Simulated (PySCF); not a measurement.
An unknown gives this computed stick spectrum. The calculation used PySCF, TDDFT PBE0/def2-SVPD, vertical, gas phase, core orbitals frozen in the response. Geometries: GFN2-xTB, one conformer each.

| state | E (eV) | f |
| --- | --- | --- |
| S1 | 7.08 | 0.013 |
| S2 | 7.53 | 0.016 |
| S3 | 7.81 | 0.018 |
| S4 | 7.88 | 0.0003 |
| S5 | 8.00 | 0.0048 |
| S6 | 8.07 | 0.0006 |

Triplets computed (Tamm–Dancoff): 6.48, 6.91 eV.

Question: Which structure fits? All have the formula C5H9NO.
A. `C=CC(=O)N(C)C`
B. `C1=C(OC)CNC1`
C. `C(OC)CCC#N`

Answer: C. Its S1, at 7.08 eV, is the highest among the candidates; the nearest of the others has S1 at 5.93 eV. S1 is HOMO→LUMO (87%), HOMO→LUMO+1 (10%). Löwdin shares by element: HOMO oxygen 59%, carbon 20% or more, hydrogen 5% or more (atoms not listed hold the other 17%); LUMO carbon 37% or more, hydrogen 10% or more (atoms not listed hold the other 53%). At the same level the other candidates give, for their lowest levels:
- `C=CC(=O)N(C)C`: 4.61 eV (f 0.005); 5.12 eV (f 0.074); 6.36 eV (f 0.026); 6.64 eV (f 0.356); 6.77 eV (f 0.030); T1 3.84 eV; HOMO -6.98, LUMO -0.95 eV
- `COC1=CCNC1`: 5.93 eV (f 0.008); 6.10 eV (f 0.006); 6.25 eV (f 0.012); 6.49 eV (f 0.006); 6.59 eV (f 0.004); T1 4.43 eV; HOMO -6.36, LUMO 0.72 eV

Conformer computed: `[CH3:1][O:2][CH2:3][CH2:4][CH2:5][C:6]#[N:7]`: C1–O2–C3–C4 178°, O2–C3–C4–C5 -63°, C3–C4–C5–C6 -66°.
